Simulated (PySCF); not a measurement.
C₂H₄Cl₂Si, SMILES Cl/C=C\[SiH2]Cl. Atoms are numbered in the order given.

```xyz
9

Cl    -0.4471     2.5546     0.0000
C      1.0255     1.6440     0.0000
C      1.0392     0.3107     0.0000
Si    -0.5163    -0.7250     0.0000
Cl     0.0686    -2.7146     0.0000
H      1.9154     2.2798     0.0000
H      2.0210    -0.1758     0.0000
H     -1.3312    -0.4812    -1.2213
H     -1.3312    -0.4812     1.2213
```

The structure is a stationary point at PBE0-D3(BJ)/def2-SVP. The structure was generated by enumeration; whether it is a known compound was not checked. Other conformers were not sampled.

All values below come from PBE/def2-TZVP run with PySCF.

Symmetry labels are those of the subgroup Cs that the program uses (full group Cs).

Computed valence orbital energies around the gap with their symmetry:
```tsv
orbital	symmetry	energy (eV)
HOMO−7	A"	-9.70
HOMO−6	A'	-9.46
HOMO−5	A"	-9.03
HOMO−4	A'	-8.81
HOMO−3	A'	-8.02
HOMO−2	A"	-7.54
HOMO−1	A'	-7.53
HOMO	A"	-6.76
LUMO	A"	-2.09
LUMO+1	A'	-0.79
LUMO+2	A'	-0.37
LUMO+3	A'	0.31
```
